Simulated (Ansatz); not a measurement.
`C[CH](Cl)[GeH3]` + `BS` → `CC(Cl)BS` + GeH₄  (formal exchange of groups at a C–Ge bond)

Gas-phase electronic energies from Ansatz, PBE0-D4/def2-TZVP geometries. CBS: MP2 limit from def2 TZ/QZ plus the TZ coupled-cluster correction, frozen cores. This one scheme is used for every species. For Ge outer-core shells are correlated without core-valence functions, which leaves a few kJ/mol of doubt a bond. Scalar relativity is left out up to krypton. Each species was taken in one conformer, which may not be the lowest.

```tsv
species	CCSD(T)/CBS(def2) energy (Eh)
`C[CH](Cl)[GeH3]`	-2616.20104
`BS`	-424.38198
`CC(Cl)BS`	-962.09514
GeH₄	-2078.49493
```

(1) Work out ΔE.

Largest T1 diagnostic among the species: 0.015.

Results:

(1) ΔE = (-962.09514) + (-2078.49493) − (-2616.20104) − (-424.38198) = -0.00705 Eh = -4.4 kcal/mol.
